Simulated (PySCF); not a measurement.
**Ionisation energy of La⁴⁷⁺ by level of theory**

La⁴⁷⁺ [Ne] → La⁴⁸⁺ [He] 2s2 2p5 [2p1/2^2 2p3/2^3, M_J = 3/2], as a difference of total energies. Calculation: PySCF 2.14, in an uncontracted even-tempered set (17 s from 26 bohr⁻², ratio 2.4; 13 p from 34 bohr⁻², ratio 2.4; 5 d from 130 bohr⁻², ratio 2.6; 4 f from 190 bohr⁻², ratio 2.6); the two-component X2C-1e Hamiltonian. Correlated levels: nothing frozen; the 32 highest virtual spinors dropped. "Screened" scales the spin-orbit matrix elements by Boettger's factors to mimic the two-electron term; Breit and QED terms are absent.

```tsv
method	ionisation energy (eV)
GHF (spin-free)	8808.8
GMP2 (spin-free)	8810.3
GHF (screened spin-orbit)	8676.6
GMP2 (screened spin-orbit)	8678.1
```

For this ion Breit and QED terms and the two-electron picture change, all absent here, outweigh the correlation shift from GHF to GMP2.

The spin-free rows lack the spin-orbit shift.

For comparison: 8669 ± 4 eV (theoretical estimate listed by NIST; NIST Atomic Spectra Database, ionization energies).
